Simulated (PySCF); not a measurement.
## 31P chemical shifts

PySCF calculation with shieldings: GIAO PBE0/pcSseg-1 and GFN2-xTB geometry; non-relativistic Hamiltonian, one conformer, gas phase, rapidly exchanging positions averaged.

Shieldings were converted by a linear fit to measured shifts: 31P (scatter 18.1 ppm rms vs H3PO4, solution or neat liquid). A few per cent of atoms miss by over 2 rms, more outside the fitted compound classes.

Problem. Give the 31P shifts of `C=C/C=P\P`.

Solution. 
```
                           compound                      environment  δ (ppm)
[CH2:1]=[CH:2]/[CH:3]=[P:4]\[PH2:5]    P4: phosphorus bonded to C, P    244.1
[CH2:1]=[CH:2]/[CH:3]=[P:4]\[PH2:5]  P5: phosphorus bonded to P, 2 H   -165.5
```

Problem. Match the shifts 236.6, 217.8, 181.8, -242.6 ppm to `P[SiH2]P`, `Cc1cpc(C#N)o1`, `O=Cc1ccpcn1`, `O=Cc1cpccn1`.

Solution. 236.6: O=Cc1cpccn1 (phosphorus bonded to 2 C, in a 6-membered ring); 217.8: O=Cc1ccpcn1 (phosphorus bonded to 2 C, in a 6-membered ring); 181.8: Cc1cpc(C#N)o1 (phosphorus bonded to 2 C, in a 5-membered ring); -242.6: P[SiH2]P (phosphorus bonded to Si, 2 H).
